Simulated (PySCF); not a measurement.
Fine-structure interval of Dy⁶¹⁺ by level of theory

Dy⁶¹⁺ [He] 2s2 2p1 [2p1/2^1, M_J = 1/2] → Dy⁶¹⁺ [He] 2s2 2p1 [2p3/2^1, M_J = 3/2], as a difference of total energies. All numbers are calculated (PySCF 2.14, the two-component X2C-1e Hamiltonian, in an even-tempered Gaussian basis (17 s from 44 bohr⁻², ratio 2.4; 13 p from 57 bohr⁻², ratio 2.4; 5 d from 180 bohr⁻², ratio 2.6; 4 f from 270 bohr⁻², ratio 2.6)). Correlated levels: nothing frozen; the 30 highest virtual spinors dropped. "Screened" scales the spin-orbit matrix elements by Boettger's factors to mimic the two-electron term; Breit and QED terms are absent.

```json
{"method": "GHF (screened spin-orbit)", "fine-structure interval (cm⁻¹)": "7116700"}
{"method": "GMP2 (screened spin-orbit)", "fine-structure interval (cm⁻¹)": "7101000"}
{"method": "GHF (bare spin-orbit)", "fine-structure interval (cm⁻¹)": "7358700"}
```
